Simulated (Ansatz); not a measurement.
Species: 1-fluorobutane, C$_{4}$H$_{9}$F, charge 0, multiplicity 1. 
Geometry from a B3LYP-D3(BJ)/def2-TZVP (Ansatz, an electronic-structure program) optimisation:
```xyz
14

C      2.3825    -0.0633     0.1131
C      0.9360    -0.5022    -0.0928
C     -0.0194     0.6772    -0.2610
C     -1.4626     0.2688    -0.4475
F     -1.9331    -0.3902     0.6964
H      2.7424     0.5242    -0.7353
H      2.4809     0.5554     1.0083
H      3.0459    -0.9220     0.2286
H      0.6081    -1.1071     0.7555
H      0.8683    -1.1463    -0.9758
H      0.0489     1.3417     0.6059
H      0.2721     1.2722    -1.1342
H     -2.1090     1.1347    -0.6063
H     -1.5790    -0.4245    -1.2850
```

Wanted: vertical triplet-singlet gap (E(triplet) - E(singlet); each state is the SCF solution reached for its spin; for the triplet T1 is 0.058), in kcal/mol. Cores are frozen in the correlated levels unless marked. UHF or UKS for open shells. Spin-orbit coupling is left out. Non-relativistic. CBS(X,Y): correlation extrapolated as X^-3; Hartree-Fock from the larger set. [CCSD(T)-MP2]/basis is that difference in the basis named.

```json
[
 {"level": "HF/aug-cc-pVDZ", "program": "Ansatz", "vertical triplet-singlet gap (kcal/mol)": "199.1"},
 {"level": "HF/aug-cc-pVTZ", "program": "Ansatz", "vertical triplet-singlet gap (kcal/mol)": "198.0"},
 {"level": "HF/aug-cc-pVQZ", "program": "Ansatz", "vertical triplet-singlet gap (kcal/mol)": "197.8"},
 {"level": "SVWN5/def2-TZVPD", "program": "Ansatz", "vertical triplet-singlet gap (kcal/mol)": "174.7"}
]
```

Problem. Estimate the value at RI-MP2/CBS(aug-cc-pVTZ,aug-cc-pVQZ)+[CCSD(T)-MP2]/aug-cc-pVTZ as computed with Ansatz.

Solution. 203.2 kcal/mol
